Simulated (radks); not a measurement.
All-electron atom: Lu III in [Xe] 4f14 6s1.

Calculated with a radial shooting solver on a logarithmic mesh with Libxc functionals: scalar-relativistic Kohn-Sham, LB94 model potential, spin-polarised, spherical densities, finite nucleus; open shells are filled with parallel spins first (spin-orbit coupling, left out, can overturn this in heavy ions); Fermi nuclear charge, rms radius 5.37 fm.

Energy parts (eV):
part                  energy
kinetic            434017.64
electron-nucleus  -976771.93
Hartree            154697.81
(The LB94 potential has no energy functional, so no total or exchange-correlation energy is given.)

Orbitals (lengths in bohr, moments of r in powers of bohr):
| orbital | occ. | eigenvalue (eV) | <r^2> | <r> | <r^4> |
|---|---|---|---|---|---|
| 1s up | 1 | -63472.05 | 0.0005107 | 0.01930 | 7.029e-07 |
| 1s down | 1 | -63472.02 | 0.0005107 | 0.01930 | 7.029e-07 |
| 2s up | 1 | -10839.99 | 0.007891 | 0.08170 | 0.0001073 |
| 2s down | 1 | -10839.98 | 0.007891 | 0.08170 | 0.0001073 |
| 2p up | 3 | -9546.747 | 0.006466 | 0.07276 | 0.00008269 |
| 2p down | 3 | -9546.732 | 0.006466 | 0.07276 | 0.00008269 |
| 3s up | 1 | -2481.413 | 0.05150 | 0.2123 | 0.003988 |
| 3s down | 1 | -2481.398 | 0.05150 | 0.2123 | 0.003988 |
| 3p up | 3 | -2092.771 | 0.05201 | 0.2119 | 0.004237 |
| 3p down | 3 | -2092.757 | 0.05201 | 0.2119 | 0.004237 |
| 3d up | 5 | -1624.643 | 0.04320 | 0.1920 | 0.003289 |
| 3d down | 5 | -1624.632 | 0.04320 | 0.1920 | 0.003289 |
| 4s up | 1 | -510.8360 | 0.2587 | 0.4787 | 0.09740 |
| 4s down | 1 | -510.8020 | 0.2587 | 0.4787 | 0.09741 |
| 4p up | 3 | -383.9542 | 0.2945 | 0.5087 | 0.1298 |
| 4p down | 3 | -383.9270 | 0.2945 | 0.5088 | 0.1298 |
| 4d up | 5 | -218.0500 | 0.3489 | 0.5482 | 0.1983 |
| 4d down | 5 | -218.0281 | 0.3489 | 0.5483 | 0.1983 |
| 5s down | 1 | -86.2682 | 1.525 | 1.163 | 3.470 |
| 5s up | 1 | -86.2248 | 1.514 | 1.160 | 3.403 |
| 5p down | 3 | -56.4001 | 2.154 | 1.377 | 7.201 |
| 5p up | 3 | -56.1432 | 2.113 | 1.365 | 6.880 |
| 4f down | 7 | -35.8217 | 0.6606 | 0.7102 | 1.222 |
| 4f up | 7 | -35.8139 | 0.6514 | 0.7069 | 1.159 |
| 6s down | 0 | -24.2777 | 9.283 | 2.885 | 123.0 |
| 5d down | 0 | -24.1312 | 5.076 | 2.092 | 43.65 |
| 5d up | 0 | -23.0839 | 4.888 | 2.049 | 41.32 |
| 6s up | 1 | -22.7152 | 9.568 | 2.923 | 132.9 |
| 6p down | 0 | -18.0149 | 13.61 | 3.492 | 263.9 |
| 6p up | 0 | -16.7505 | 14.62 | 3.617 | 307.9 |
| 7s down | 0 | -11.1780 | 34.48 | 5.561 | 1623 |
| 7s up | 0 | -10.8442 | 37.01 | 5.759 | 1874 |
| 5f down | 0 | -8.9874 | 25.72 | 4.781 | 1007 |
| 5f up | 0 | -8.3126 | 31.64 | 5.305 | 1515 |

The highest occupied level is 6s up at -22.715 eV. The configuration is held as typed, so some empty levels lie below it. Spin moment in Bohr magnetons: 1. Summed over all electrons, <r^2> = 41.27 bohr^2, which gives a Langevin (diamagnetic) susceptibility term of -32.7 x 10^-6 cm^3/mol. The density falls to 0.001 e/bohr^3 at r = 3.96 bohr. The electron density at the nucleus is 1.177e+06 e/bohr^3 (large components only).
